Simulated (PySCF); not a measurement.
Species: C7H7O2 (doublet state).
Structure used (GFN2-xTB), in Å, numbered top down from 1:
```xyz
16
C7H7O2 angstrom
C      3.1316    0.7487    0.6955
C      2.3222   -0.2708    0.7029
C      1.0049   -0.2885    0.1215
C     -0.1363   -0.8937   -0.1288
C     -1.0694   -2.0175   -0.0601
C     -0.0001    0.5140   -0.6183
O     -0.6738    1.5591    0.1049
C     -1.8368    1.9530   -0.3741
O     -2.4021    1.5292   -1.3392
H      3.1523    1.7517    0.3382
H      2.6060   -1.2067    1.1753
H     -0.6107   -2.8743    0.4297
H     -1.3826   -2.2982   -1.0661
H     -1.9624   -1.7219    0.4922
H      0.0764    0.7588   -1.6730
H     -2.2269    2.7660    0.2651
```

The hyperfine couplings belong to this conformer and change with its torsions.

Identity: `[H]/[C]=C\C1=C(C)[C@H]1OC=O` [radical].

Computed, not measured: UKS B3LYP, pcH-1 on C H O, non-relativistic, mean-field spin-orbit, GIAO (PySCF). Isolated species at its GFN2-xTB geometry (one conformer only). The geometry wasn't refined by DFT: couplings that depend on bond lengths, twists or pyramidal angles can differ widely from those at the functional's own minimum. Stability of the SCF solution: not tested.

Mulliken spin populations: C1 +1.081, C2 -0.165, C3 +0.077, C4 -0.041, C5 +0.003, C6 +0.001, O7 -0.001, C8 0.000, O9 0.000, H10 +0.005, H11 +0.045, H12 0.000, H13 -0.002, H14 -0.002, H15 -0.001, H16 0.000.

Problem. What dipolar couplings does the calculation give for H12, H13, H14, H15, H16?

Solution. 
```csv
atom,position,distance from C1 (Å),T1 (MHz),T2,T3
H12,5 bonds from C1,5.22,-0.60,-0.49,1.10
H13,5 bonds from C1,5.72,-0.32,-0.26,0.57
H14,5 bonds from C1,5.67,-0.33,-0.29,0.62
H15,4 bonds from C1,3.87,-1.39,-1.32,2.72
H16,6 bonds from C1,5.74,-0.40,-0.37,0.77
```

Problem. Estimate them with point dipoles: put each population ρk at its nucleus, leave out the nucleus itself and the atom bound to it, and sum T = Σ [ρk/(2S)]·C·(3 n nᵀ − 1)/r³ with C = μ0 gₑ μB g_N μN/(4π h) = 79.06 MHz Å³.

Solution. 
```csv
atom,T1 (MHz),T2,T3,"T3, computed",difference in T3 (%)
H12,-0.76,-0.31,1.08,1.10,-2
H13,-0.37,-0.14,0.50,0.57,-13
H14,-0.42,-0.15,0.57,0.62,-7
H15,-1.71,-1.46,3.17,2.72,+17
H16,-0.44,-0.41,0.85,0.77,+10
```

In T3 the estimate is closest for H12 (-2 %, 5.22 Å from C1) and worst for H15 (+17 %, 3.87 Å).

Problem. If all the spin sat on C1, T∥ = 2C/r³. What distance does the computed T3 of H12 then imply?

Solution. r = (2 × 79.06/1.10)^(1/3) = 5.24 Å, against 5.22 Å in the structure.
